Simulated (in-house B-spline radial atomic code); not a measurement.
Configurations of Sm5+, with energies counted from [Xe] 4f3. Method: scalar-relativistic (X2C) BP86, spin-polarised, spherical fractional occupations, Fermi nucleus of rms radius 5.0819 fm. Calculated with a B-spline radial code for spherical atoms. Shells without spins written out take the highest spin.

Occupations are held fixed; configurations that lie above the ionisation limit could autoionise.

| configuration | E - E(ref) (eV) | highest orbital | its <r> (bohr) |
| --- | --- | --- | --- |
| [Xe] 4f(1 up, 2 down) | 1.7359 | 4f up | 0.8025 |
| [Xe] 4f2 5d1 | 26.969 | 5d up | 1.782 |
| [Xe] 4f(2 up, 0 down) 5d(0 up, 1 down) | 27.302 | 5d down | 1.792 |
| [Xe] 4f(1 up, 1 down) 6d(1 up, 0 down) | 56.489 | 6d up | 3.659 |
| [Kr] 4d9 4f3 5s2 5p6 6p1 | 173.6 | 6p up | 2.948 |
| [Kr] 4d(5 up, 4 down) 4f(2 up, 1 down) 5s2 5p6 6d(1 up, 0 down) | 186.69 | 6d up | 3.648 |
| [Kr] 4d9 4f3 5s2 5p6 6f1 | 193.47 | 6f up | 4.938 |

Problem. Order these further configurations by energy, lowest first.
A. [Kr] 4d9 4f3 5s2 5p6 5d1
B. [Kr] 4d10 4f4 5s2 5p5
C. [Kr] 4d10 4f3 5s2 5p5 6p1
D. [Xe] 4f2 6p1
E. [Xe] 4f2 6s1

Solution. B (7.122 eV), E (37.913 eV), D (45.388 eV), C (47.043 eV), A (155.02 eV).

Problem. How far above the reference does [Kr] 4d9 4f3 5s2 5p6 6d1 lie?

Solution. 183.76 eV; its least bound orbital is 6d up with <r> = 3.643 bohr.

Problem. How far above the reference does [Kr] 4d(5 up, 4 down) 4f(2 up, 1 down) 5s2 5p6 6f(1 up, 0 down) lie?

Solution. 196.39 eV; its least bound orbital is 6f up with <r> = 4.945 bohr.

Problem. How far above the reference does [Kr] 4d9 4f3 5s2 5p6 5f1 lie?

Solution. 181.95 eV; its least bound orbital is 5f up with <r> = 2.727 bohr.
